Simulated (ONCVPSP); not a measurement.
## Plane-wave convergence, ONCV potential for nitrogen

```json
{"Element": "N (Z = 7)", "Generator": "ONCVPSP 4.0.1", "Type": "optimised norm-conserving Vanderbilt (ONCV)", "Functional": "PBE", "Relativity": "scalar-relativistic", "Frozen core": "[He]", "Valence charge": "5", "Reference configuration": "2s1.5 2p3.5", "Partial waves": "2s: rc 1.00 bohr, ncon 5, nbas 8, qcut 8.4 1/bohr, local; 2p: rc 2.45 bohr, ncon 4, nbas 8, qcut 6.7 1/bohr, 2 projectors, debl 1.1 Ha", "Local potential": "the s channel", "Core correction": "polynomial model core, fcfact 0.6"}
```

Problem. For each optimised wave give the share of its norm inside rc, the residual kinetic energy above qcut (Ha) and the cutoffs (Ha) for errors of 10, 1, 0.1 and 0.01 mHa per electron.

Solution.

```tsv
wave	norm inside rc	residual KE	10 mHa	1 mHa	0.1 mHa	0.01 mHa
2s	0.333	3.0e-04	20.6	30.4	57.7	135.3
2p	0.882	1.2e-08	10.2	13.2	15.8	18.1
p projector 2	0.187	1.7e-07	10.5	14.0	16.9	19.1
```

The occupied waves need 30 Ha and 58 Ha for 1 and 0.1 mHa. Its largest configuration-test error is +3374 meV.
